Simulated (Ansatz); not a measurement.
Born–Oppenheimer molecular dynamics of C3H4AlF (9 atoms, charge 0, multiplicity 1). It starts at the highest image of a converged band, a first-order saddle point between two minima.

The calculation used Ansatz, RKS B3LYP/def2-SVP.

```yaml
ensemble: NVE (velocity Verlet)
time_step: 0.5 fs
steps_asked: 200
starting_velocities_drawn_for: 300 K
seed: 9092
```

First frame:

```xyz
9
Properties=species:S:1:pos:R:3
F 1.838 1.560 0.895
C 0.863 0.715 0.608
C 1.046 -0.388 -0.183
C -0.266 -0.998 -0.317
Al -1.185 0.466 0.511
H 1.963 -0.657 -0.724
H -0.428 -1.875 -0.953
H -1.299 0.221 -1.199
H -2.444 0.911 1.346
```

(1) How far do the bonds stretch over the last three quarters of this one trajectory? (Pairs bonded in most of those frames.)

Results:

(1) 
```
  bond  mean (Å)  spread (Å)  shortest  longest
 F1–C2     1.313       0.018      1.28     1.35
 C2–C3     1.422       0.023      1.39     1.47
C2–Al5     2.113       0.018      2.09     2.15
 C3–C4     1.388       0.023      1.35     1.43
 C3–H6     1.107       0.035      1.05     1.16
C4–Al5     2.091       0.075      1.97     2.21
 C4–H7     1.104       0.004      1.10     1.11
Al5–H8     1.608       0.038      1.55     1.70
Al5–H9     1.617       0.020      1.58     1.66
```

Mean temperature of the second half: 694 K. The conserved energy stayed within 0.15 meV per atom of its start (net change 0.065 meV per atom), so the integration is sound. The kinetic energy rose, since the run started high on the potential surface and went downhill. A run of 0.1 ps of so small a system gives no equilibrium averages. The orbitals stay closed-shell, which can raise the energy where a bond breaks towards radicals; this wasn't checked here.

Run time: 7.2 min on 2 threads of Arm Neoverse V2, on a shared host, peak memory 0.19 GiB.
